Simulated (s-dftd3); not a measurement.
BBr$_{3}$, singlet, geometry from GFN2-xTB; D3(bj) for b97d run with s-dftd3.

The s-dftd3 input:
```
$ s-dftd3 mol.xyz --bj b97d --json dftd3.json --noedisp --grad

# file mol.xyz
4

B      0.01808306    -0.01978242    -0.03760993
Br    -1.50731106    -1.11118164    -0.13755349
Br     0.01971195     1.66670358    -0.86448993
Br     1.48501581    -0.55269588     1.00741627
```

Problem. Predict the main parts of the log of this s-dftd3 run.

Solution. 
```
-----------------------------------
 s i m p l e   D F T - D 3  v1.4.0
-----------------------------------

Rational (Becke-Johnson) damping: b97d-D3(BJ)
---------------------
  s6         1.0000
  s8         2.2609
  s9         0.0000
  a1         0.5545
  a2         3.2297
 alp        14.0000
--------------------

Dispersion energy:      -1.2544733025611E-02 Eh

Gradient norm:           1.4889635669323E-03 Eh/a0
--------------------------------------------------
     #    Z           dE/dx      dE/dy      dE/dz
--------------------------------------------------
     1    5 B     6.104E-07 -6.678E-07 -1.270E-06
     2   35 Br   -6.899E-04 -5.089E-04 -6.337E-05
     3   35 Br    9.216E-06  7.629E-04 -3.962E-04
     4   35 Br    6.801E-04 -2.532E-04  4.608E-04
--------------------------------------------------

Virial:
--------------------------------------------------
      component           x          y          z
--------------------------------------------------
          x       3.874E-03  7.674E-04  1.459E-03
          y       7.674E-04  3.736E-03 -1.596E-03
          z       1.459E-03 -1.596E-03  1.541E-03
--------------------------------------------------

[Info] JSON dump of results written to 'dftd3.json'
```
